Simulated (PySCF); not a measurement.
## SMILES FCC#CC#C/C=C\Br, C₇H₄BrF

Cartesian coordinates in Å; atom numbers follow the order of the lines, from 1:
```xyz
13

F     4.2948    0.1265   -1.0753
C     3.7235   -0.0046    0.1729
C     2.2822    0.0030    0.0945
C     1.0819    0.0179   -0.0485
C    -0.2643    0.0301   -0.1678
C    -1.4698    0.0445   -0.3066
C    -2.8588    0.0589   -0.4492
C    -3.7277   -0.0495    0.5579
Br   -3.2035   -0.2422    2.3623
H     4.0858   -0.9534    0.5901
H     4.0848    0.8376    0.7777
H    -3.2373    0.1668   -1.4587
H    -4.7959   -0.0351    0.4187
```

Method used: quadratic response B3LYP/def2-SVPD first hyperpolarisability, Taylor convention, gas phase (PySCF). Geometry: GFN2-xTB.

The calculation is non-relativistic, which matters for the atoms heavier than Zn.

(1) Give the tensor of the second harmonic β(−2ω;ω,ω) at 1907 nm in the axes of these coordinates.

Results:

(1) In au, Taylor convention; rows are the first index (the induced dipole):
```tsv
	xx	yy	zz	xy	xz	yz
x	+275.4	+25.7	-1.4	+3.6	-32.9	+2.9
y	+3.9	+16.9	-13.5	+24.4	+2.5	-51.2
z	-35.4	-52.1	+20.0	+2.5	+1.8	-13.6
```
Norm of βᵢ = ⅓ Σⱼ (βᵢⱼⱼ + βⱼᵢⱼ + βⱼⱼᵢ): 308.1 au, hyper-Rayleigh value 125.8 au.
